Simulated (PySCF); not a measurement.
Coordinates in bohr (charge -1 multiplicity 2):
```
Ge   -1.1949    0.0000    0.0000
Se    0.5525    0.0000    3.8737
Se    0.5525    0.0000   -3.8737
```

All numbers come from PySCF, UPBE0, basis Ge def2-SVPD, Se def2-SVPD (no relativity, density fitting).

This geometry of GeSe₂⁻ is a stationary point at this level.

Question: What is the point group?

Answer: C2v.

Question: Is it a minimum?

Answer: Yes: all harmonic wavenumbers are real.

Question: Which band is strongest in the infrared?

Answer: 359 cm⁻¹ (b2), 89 km/mol.

Question: Give the atomic charges and bond orders.

Answer: 
```
 atom  Mulliken  Löwdin  polar tensor  spin (Mulliken)  Mayer order to Ge1
  Ge1      0.26   -0.26          0.54             0.44                   –
Se2,3     -0.63   -0.37         -0.77             0.28                1.61
```

This need not be the most stable arrangement of these atoms. The lowest empty level of this anion is unbound, so it and the gap depend on the basis.
